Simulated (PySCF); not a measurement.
Stepwise substitution at one centre (In NH2-SH). Gas-phase values, no solvent. One relaxed conformer stands for each flexible species; it need not be the lowest. Strings in code marks are SMILES.

The numbers are results of PBE-D3(BJ)/def2-TZVP // B3LYP-D3(BJ)/def2-TZVP (PySCF), not measurements. All candidates: neutral, multiplicity 1. Excitations are Tamm–Dancoff values on a coarser integration grid. The basis has no diffuse functions, so Rydberg states are missing or too high.

| Item | Result |
|---|---|
| HOMO | -5.78 eV |
| S1 excitation (TDA) | 4.04 eV |
| LUMO | -1.94 eV |

**Question.** Name which member has these values.
A) `[NH2][In]([SH])[SH]`
B) `[NH2][In]([NH2])[NH2]`
C) `[SH][In]([SH])[SH]`
D) `[NH2][In]([NH2])[SH]`

**Answer.** D, `[NH2][In]([NH2])[SH]`. The others give `[SH][In]([SH])[SH]`: -6.39 eV, 3.79 eV, -2.72 eV; `[NH2][In]([NH2])[NH2]`: -5.38 eV, 4.09 eV, -1.59 eV; `[NH2][In]([SH])[SH]`: -6.04 eV, 3.95 eV, -2.34 eV
